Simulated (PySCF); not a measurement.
**Static response to an electric field**

C5H11FSi.
Numbering: `[CH3:1][CH2:2]/[C:3](=[CH:4]\[SiH3:5])[CH2:6][F:7]` (hydrogens: H8, H9, H10 on C1; H11, H12 on C2; H13 on C4; H14, H15, H16 on Si5; H17, H18 on C6)

Geometry (GFN2-xTB, Å), atoms numbered from 1 in this order:
```xyz
18
C5H11FSi angstrom
C     -1.548    1.292    0.066
C     -0.839    0.241   -0.790
C     -0.043   -0.710    0.060
C      1.244   -0.549    0.349
Si     2.356    0.846   -0.240
C     -0.854   -1.866    0.583
F     -0.153   -2.658    1.455
H     -0.823    1.846    0.657
H     -2.260    0.826    0.744
H     -2.089    1.991   -0.568
H     -0.169    0.746   -1.487
H     -1.584   -0.313   -1.366
H      1.700   -1.291    0.993
H      2.474    0.822   -1.702
H      3.675    0.658    0.364
H      1.822    2.150    0.166
H     -1.739   -1.510    1.126
H     -1.178   -2.516   -0.241
```

Level: CAM-B3LYP/def2-SVPD (PySCF), static field, nuclei fixed, core orbitals frozen in the response. The polarisability tensor in these axes (au):

```
x   106.14   6.85   1.13
y     6.85  86.49  -5.00
z     1.13  -5.00  74.53
```

Q: Diagonalise the tensor; give its mean and Δα, where Δα² is half the sum of the squared differences of the eigenvalues.

A: Principal values 72.34, 86.52 and 108.30 au; mean 89.05 au = 13.20 Å³ = 14.68 × 10⁻⁴⁰ C²·m²/J; Δα = 31.37 au (35 % of the mean).

Q: What is the dipole moment, and where does it point?

A: (-1.68, 0.85, -1.11) D, 2.19 D in size, pointing from the negative to the positive side. Measured along this direction, the outermost atoms are H15 at the negative end and H10 at the positive end.

Q: Give the principal axes and the span of the nuclei along them.

A: Largest value along (0.95, 0.30, -0.01), where the nuclei span 5.83 Å; middle along (-0.28, 0.88, -0.39), 5.41 Å; least along (-0.11, 0.38, 0.92), 2.91 Å. The response follows the extents in order.

Q: What depolarisation ratio follows for Rayleigh scattering of linearly polarised light, taking the static tensor?

A: ρ = 3Δα²/(45ᾱ² + 4Δα²) = 2952.2/(356870 + 3936.3) = 0.00818.

Q: Find the Langevin capture rate constant for NH4+ (18.034 u) meeting this molecule (118.061 u), k = 2.342 × 10⁻⁹ cm³/s × √(α in Å³ / reduced mass in u).

A: The reduced mass is 15.64 u, so k = 2.15 × 10⁻⁹ cm³/s. The formula leaves out the permanent dipole, which adds to the capture rate.

Q: Traceless (Buckingham) quadrupole moment about the centre of nuclear charge: eigenvalues?

A: -6.73, 0.81, 5.92 D·Å. The values depend on the origin, since the dipole doesn't vanish. The electronic extent ⟨r²⟩ about the same centre is 1235 bohr², a root-mean-square distance of 2.32 Å for the 64 electrons.

Isolated species at its GFN2-xTB geometry (one conformer only).
